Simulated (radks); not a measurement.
Values are calculated unless marked as measured or tabulated.
Species: the rubidium ion Rb4+. Configuration: [Ar] 3d10 4s2 4p3.

Code: a radial shooting solver on a logarithmic mesh with Libxc functionals. Model: Dirac Kohn-Sham, OLYP, spin-unpolarised, spherical densities, point nucleus; open shells fill j = l - 1/2 first.

Energy parts (hartree):
| part | energy |
|---|---|
| total | -2978.12937 |
| kinetic | 3063.28195 |
| electron-nucleus | -7128.44643 |
| Hartree | 1187.59141 |
| exchange-correlation | -100.55630 |

Orbitals (lengths in bohr, moments of r in powers of bohr; <r^-3> diverges for s and p1/2):
orbital  occ.  eigenvalue (hartree)  <r^-3>  small-component weight
1s1/2       2             -554.1934       -                1.81e-02
2s1/2       2             -75.79116       -                3.61e-03
2p1/2       2             -68.93962       -                3.61e-03
2p3/2       4             -66.70567    1566                3.51e-03
3s1/2       2             -12.90111       -                9.00e-04
3p1/2       2             -10.44274       -                8.49e-04
3p3/2       4             -10.10563   238.8                8.24e-04
3d3/2       4              -5.80537   32.10                7.09e-04
3d5/2       6              -5.74765   30.94                7.02e-04
4s1/2       2              -2.88184       -                1.81e-04
4p1/2       2              -2.25163       -                1.51e-04
4p3/2       1              -2.20843   30.82                1.47e-04

The highest occupied level is 4p3/2 at -60.095 eV. Summed over all electrons, <r^2> = 17.98 bohr^2, which gives a Langevin (diamagnetic) susceptibility term of -14.2 x 10^-6 cm^3/mol. For comparison, the ionisation energy in NIST's Atomic Spectra Database is 68.4 eV (theoretical). In exact Kohn-Sham theory the highest level is minus the ionisation energy, but local and semilocal functionals leave it too shallow, through self-interaction and a potential that decays too fast; potentials with the right tail come closer. The density falls to 0.001 e/bohr^3 at r = 3.04 bohr.

Beside tabulated values, note that spin-unpolarised runs miss the spin-polarisation part of the exchange energy of open shells.
